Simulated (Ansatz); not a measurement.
Basis-set series for CH2ClGaO. Charge 0, multiplicity 1. The bonds changed during the relaxation, so this is another structure than the one it started from. The structure was optimised at the PBE0-D4/def2-TZVP level.

| atom | x (Å) | y (Å) | z (Å) |
| --- | --- | --- | --- |
| Cl1 | 0.981 | 1.066 | 1.882 |
| Ga2 | 0.932 | -1.206 | 1.847 |
| C3 | -0.481 | 0.053 | -0.938 |
| O4 | -0.233 | -1.010 | -0.428 |
| H5 | -0.214 | 1.001 | -0.443 |
| H6 | -0.985 | 0.096 | -1.919 |

```csv
functional,basis,functions,energy (Eh),HOMO (eV),LUMO (eV)
PBE0-D4,def2-SVP,88,-2498.62486,-6.72,-1.89
PBE0-D4,def2-QZVPP,333,-2499.22490,-6.88,-2.12
ωB97M-V,def2-SVP,88,-2498.99293,-8.77,0.38
ωB97M-V,def2-QZVPP,333,-2499.59267,-8.98,0.06
```

Question: Give the rows for def2-TZVPP. (Best estimate.)

Answer: Ansatz gave: 
| functional | basis | functions | energy (Eh) | HOMO (eV) | LUMO (eV) |
| --- | --- | --- | --- | --- | --- |
| PBE0-D4 | def2-TZVPP | 180 | -2499.16202 | -6.83 | -2.07 |
| ωB97M-V | def2-TZVPP | 180 | -2499.53186 | -8.92 | 0.17 |

Positive LUMOs are unbound and depend on the basis. Scalar relativity is left out up to krypton.
